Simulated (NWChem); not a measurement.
System: AgH2OI; SMILES [OH2]->[Ag][I]

Here is an NWChem input.

```
start job
memory heap 200 mb stack 900 mb global 1100 mb
geometry units angstroms noautosym noautoz
  Ag     0.057214    -0.949554     0.597221
  I     -0.086449     1.229354    -0.773719
  O      0.254833    -2.922210     1.841037
  H      0.306344    -2.979754     2.795822
  H      0.410023    -3.796612     1.481967
end
basis spherical
  * library def2-svp
end
ecp
  Ag library def2-ecp
  I library def2-ecp
end
dft
  xc pbe0
  iterations 150
end
driver
  maxiter 120
end
task dft optimize
dft
  grid fine
  convergence energy 1d-8 density 1d-7
end
task dft freq numerical
```

def2 effective core potentials on Ag, I; no spin-orbit coupling.

The level has its own optimisation; frequencies are unscaled.

Q: Give the results of this calculation. (PBE0/def2-SVP with def2 effective core potentials on Ag, I.) Quantities: r Ag–I (Å); r Ag–O (Å); r H–O (Å); highest harmonic frequency (cm⁻¹); lowest (cm⁻¹); zero-point energy (kcal/mol).

A: 
```
Property                           Value
---------------------------------  -----
r Ag–I (Å)                         2.567
r Ag–O (Å)                         2.244
r H–O (Å)                          0.965
highest harmonic frequency (cm⁻¹)   3948
lowest (cm⁻¹)                         64
zero-point energy (kcal/mol)        15.6
```
